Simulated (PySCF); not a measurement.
# SnPb from Hartree–Fock to correlated methods

State: ³Σ⁻ (triplet), unpaired electrons π ↑↑. Set-up: basis Sn def2-SVP with ECP28, Pb def2-SVP with ECP60; scalar-relativistic core potentials; PySCF 2.14. De refers to Sn + Pb in their high-spin ground configurations, without counterpoise correction. The functionals are run spin-unrestricted. A positive dipole means Sn(−)Pb(+).

```
      Level  Re (Å)  ωe (cm⁻¹)  De (eV)  μ (D)
        UHF   2.794        185     0.64   0.79
    UHF-MP2   2.847        164     1.83    n/a
UHF-SCS-MP2   2.839        167     1.59    n/a
   UHF-CCSD   2.847        167     1.68    n/a
UHF-CCSD(T)   2.865        161     1.83    n/a
        PBE   2.876        156     2.52   0.59
     PBEsol   2.844        162     2.72   0.55
     r²SCAN   2.840        164     2.29   0.66
      TPSSh   2.842        164     2.35   0.73
    r²SCANh   2.826        168     2.22   0.65
       PBE0   2.826        169     2.25   0.66
```

The bond length runs from 2.794 Å (UHF) to 2.876 Å (PBE). De spans 0.64 eV (UHF, mean field) to 2.72 eV (PBEsol, GGA). Correlation at CCSD(T) changes the Hartree–Fock bond energy by +1.19 eV; the triples alone change it by +0.15 eV.

Correlated steps freeze 8 core orbitals. Correlated levels converge slowly with the basis: in double zeta they bind strong bonds too weakly, by up to about 1 eV, and carry superposition errors of some tenths. These are scalar-relativistic numbers at best; spin–orbit coupling would shift them, the dissociation energy most. The state is the lowest determinant that a PBE0 search found; another state may lie lower at other levels.
